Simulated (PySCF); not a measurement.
iminoborane (H2BN), singlet, geometry from GFN2-xTB; MP2/pcseg-1 (PySCF).

Here is a job for PySCF.
```python
from pyscf import gto, scf, mp

mol = gto.M(
    atom='''
B     0.69743449    0.01758553    0.01585591
N    -0.54198802   -0.01075454   -0.01043728
H     1.83680038    0.04037551    0.03791482
H    -1.53005672   -0.05302143   -0.04413341
''',
    basis='pcseg-1',
    verbose=4,
)

mf = scf.RHF(mol)
mf.kernel()

pt = mp.MP2(mf)
pt.kernel()
print('E(MP2) = %.10f' % pt.e_tot)
mf.analyze()
```

### Question
What does PySCF print? Leave out banner, timings and long lists.

### Answer

```
PySCF version 2.14.0

[INPUT] verbose = 4
[INPUT] num. atoms = 4
[INPUT] num. electrons = 14
[INPUT] charge = 0
[INPUT] spin (= nelec alpha-beta = 2S) = 0
[INPUT] symmetry False subgroup None
[INPUT] Mole.unit = angstrom
[INPUT] Symbol           X                Y                Z      unit          X                Y                Z       unit  Magmom
[...]
nuclear repulsion = 23.9012542533369
number of shells = 10
number of NR pGTOs = 64
number of NR cGTOs = 38
basis = pcseg-1
ecp = {}

******** <class 'pyscf.scf.hf.RHF'> ********
method = RHF
initial guess = minao
damping factor = 0
level_shift factor = 0
DIIS = <class 'pyscf.scf.diis.CDIIS'>
diis_start_cycle = 1
diis_space = 8
diis_damp = 0
SCF conv_tol = 1e-09
SCF conv_tol_grad = None
SCF max_cycles = 50
direct_scf = True
direct_scf_tol = 1e-13
Set gradient conv threshold to 3.16228e-05
Initial guess from minao.
init E= -80.356778615802
[...]
cycle= 1 E= -80.2379465376794  delta_E= 0.119  |g|= 0.349  |ddm|= 1.74
[...]
cycle= 2 E= -80.2663387966981  delta_E= -0.0284  |g|= 0.221  |ddm|= 0.387
[...]
cycle= 3 E= -80.2769234687696  delta_E= -0.0106  |g|= 0.0428  |ddm|= 0.153
[...]
cycle= 4 E= -80.2775875903387  delta_E= -0.000664  |g|= 0.00531  |ddm|= 0.0516
[...]
cycle= 5 E= -80.2775998220116  delta_E= -1.22e-05  |g|= 0.00136  |ddm|= 0.00895
[...]
cycle= 6 E= -80.2776005100522  delta_E= -6.88e-07  |g|= 0.000254  |ddm|= 0.00162
[...]
cycle= 7 E= -80.2776005323059  delta_E= -2.23e-08  |g|= 3.31e-05  |ddm|= 0.00033
[...]
cycle= 8 E= -80.2776005327875  delta_E= -4.82e-10  |g|= 6.27e-06  |ddm|= 7.76e-05
[...]
Extra cycle  E= -80.277600532803  delta_E= -1.55e-11  |g|= 2.37e-06  |ddm|= 1.58e-05
converged SCF energy = -80.277600532803

******** <class 'pyscf.mp.mp2.RMP2'> ********
nocc = 7, nmo = 38
E(RMP2) = -80.5322147109884  E_corr = -0.254614178185321
E(SCS-RMP2) = -80.5296479225633  E_corr = -0.252047389760231
E_corr(same-spin) = -0.0617187969947935
E_corr(oppo-spin) = -0.192895381190528
E(MP2) = -80.5322147110
**** SCF Summaries ****
Total Energy =                         -80.277600532803035
Nuclear Repulsion Energy =              23.901254253336937
One-electron Energy =                 -155.450421389307394
Two-electron Energy =                   51.271566603167436
Two-electron Coulomb Energy =           62.458463805062870
DFT Exchange-Correlation Energy =      -11.186897201895434
HOMO-LUMO gap [eV] =                    15.957101313242582
**** MO energy ****
[...]
 ** Mulliken pop on meta-lowdin orthogonal AOs  **
 ** Mulliken pop  **
[...]
 ** Mulliken atomic charges  **
charge of    0B =      0.15188
charge of    1N =     -0.43775
charge of    2H =      0.02269
charge of    3H =      0.26319
Dipole moment(X, Y, Z, Debye):  0.39227, -0.02368, -0.01281
```
